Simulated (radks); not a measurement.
The numbers below are computed, except where a source is named.
Task: These are the eigenvalues of the occupied orbitals of an atom or ion with whole-number occupations (eV). Code: a radial shooting solver on a logarithmic mesh with Libxc functionals. Model: non-relativistic Kohn-Sham, exchange-only LDA, spin-polarised, spherical densities, point nucleus.

1s: -12330.30
2s: -1609.027
2p: -1451.346
3s: -254.5704
3p: -200.3033
3d: -103.7681
4s: -59.7586

Which element is it, and in what charge state? The configuration may be excited. Open shells, if any, are filled with parallel spins first.

Result: Z = 34, selenium, charge +4: Se4+ in [Ar] 3d10 4s2. The list shows which subshells hold electrons but not how many an open one holds; the 1s level, -453.13 hartree, gives Z - s = 30.1 by -(Z - s)^2/2, which with screening narrows Z to a few neighbours, and the depths of the outer levels then fix element, charge and occupations together.
